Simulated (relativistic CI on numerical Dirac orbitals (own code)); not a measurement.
How well does a small relativistic CI reproduce Ce I?

Method of calculation: Dirac-Coulomb-Breit CI, KLI orbitals optimised for each configuration, model QED, valence Slater integrals scaled by 0.85, P86 correlation estimate, and configurations built on the next ion tied to the tabulated ionisation energy (semi-empirical) (own radial code, finite nucleus).

CI space (outside the closed core [Xe]): 4f.5d.6s2, 4f.5d2.6s, 4f2.6s2, 4f.5d2.6p, 4f.5d.6s.6p, 4f2.6s.6p, 4f.5d3, 4f.5d2.6d, 4f.5d2.7s, 4f.5d2.5f, 4f.5d2.6f, 4f.5d.6p2, 4f.6s2.6p, 5d3.6s, 4f.5d.6s.6d, 4f.5d.6s.6f, 4f2.5d.6s, 4f.6s2.7p, 4f.5d.6s.6g, 4f.6s2.5f, 4f.6s.6p2, 5d2.6s2, 4f.6s.6p.7s, 4f2.5d.6p. Levels of other configurations are missing.

```csv
Configuration,Term (tabulated),J,Measured (cm⁻¹),Computed,Error,Purity (%)
4f.5d.6s2,1G°,4,0.0,0,0,46
4f.5d.6s2,3F°,2,228.8,683,454,76
4f.5d.6s2,3G°,3,1388.9,2519,1130,58
4f.5d.6s2,3F°,3,1663.1,1745,81,82
4f.5d.6s2,3H°,5,2208.7,1986,-223,78
4f.5d.6s2,1D°,2,2378.8,3687,1309,61
4f.5d.6s2,3F°,4,3100.2,3210,110,68
4f.5d.6s2,3D°,1,3710.5,4968,1258,75
4f.5d.6s2,3H°,6,3976.1,3649,-327,77
4f2.6s2,3H,4,4762.7,12451,7688,61
4f.5d.6s2,3D°,2,4766.3,6004,1237,65
4f2.6s2,3H,5,6238.9,13876,7637,62
4f2.6s2,3H,6,7780.2,15253,7472,68
```

Measured levels from NIST Handbook of Basic Atomic Spectroscopic Data (Sansonetti and Martin, J. Phys. Chem. Ref. Data 34, 1559 (2005)); pairs were made by configuration, J and term (by order where the table uses no LS term), so strongly mixed levels may be paired wrongly.

Mean error by configuration (cm⁻¹): 4f.5d.6s2 559; 4f2.6s2 7599. Over the excited levels the mean absolute error is 2411 cm⁻¹ (12 of the 70 excited levels that our extract of the source holds in range could be paired, and the others can miss by more), and the median relative error of those above 1,000 cm⁻¹ is 34 %. Some levels of the ground configuration have no partner.
